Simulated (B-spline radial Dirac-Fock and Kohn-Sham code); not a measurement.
## Compton profile of Xe⁸⁺

System: the Xe⁸⁺ ion, 1s2 2s2 2p6 3s2 3p6 3d10 4s2 4p6 4d10.

Level of theory: the impulse approximation on relativistic Hartree-Fock (Dirac-Fock) wave functions, averaged over the configuration; a B-spline atomic structure program. pz is in atomic units of momentum; subshell profiles are per electron, for a selection of subshells; open shells are spread over both j values by their weights.

```tsv
pz	J total	J 2s1/2	J 3d3/2	J 4d3/2	J 4d5/2
0	4.576	0.0535	0.0501	0.145	0.147
0.3	4.556	0.0534	0.0501	0.145	0.147
0.4	4.540	0.0534	0.0501	0.145	0.147
0.5	4.519	0.0533	0.0501	0.145	0.147
0.6	4.494	0.0532	0.0501	0.145	0.147
0.8	4.428	0.0531	0.0501	0.145	0.147
1	4.340	0.0528	0.0501	0.145	0.146
1.2	4.227	0.0526	0.0501	0.143	0.145
1.4	4.089	0.0522	0.0501	0.141	0.142
1.6	3.926	0.0519	0.0501	0.138	0.139
1.8	3.740	0.0515	0.0501	0.132	0.133
2	3.536	0.0510	0.0501	0.126	0.126
2.5	2.987	0.0497	0.0499	0.103	0.103
3	2.463	0.0481	0.0497	0.0775	0.0767
4	1.702	0.0444	0.0485	0.0349	0.0339
5	1.293	0.0401	0.0459	0.0131	0.0126
7	0.8810	0.0306	0.0369	0.00346	0.00345
10	0.5146	0.0178	0.0210	0.00300	0.00300
15	0.2285	0.00543	0.00596	0.00113	0.00109
20	0.1171	0.00182	0.00158	0.000313	0.000295
30	0.04019	0.00129	0.000139	2.75e-05	2.48e-05
40	0.01751	0.000993	1.78e-05	3.47e-06	3.00e-06
60	0.004772	0.000344	< 1e-6	< 1e-6	< 1e-6
100	0.0006742	4.49e-05	< 1e-6	< 1e-6	< 1e-6
```

J(0) = 4.576. The 4d5/2 subshell gives the largest part, 19 %.

Mean momentum ⟨p⟩ by subshell (a.u.): 1s1/2 50.3, 2s1/2 17.8, 2p1/2 23.8, 2p3/2 22.5, 3s1/2 8.73, 3p1/2 10.4, 3p3/2 10.0, 3d3/2 12.0, 3d5/2 11.8, 4s1/2 4.18, 4p1/2 4.65, 4p3/2 4.50, 4d3/2 4.72, 4d5/2 4.67.

Values without a named source are computed, but for edge energies of neutral atoms, which are taken from tables.
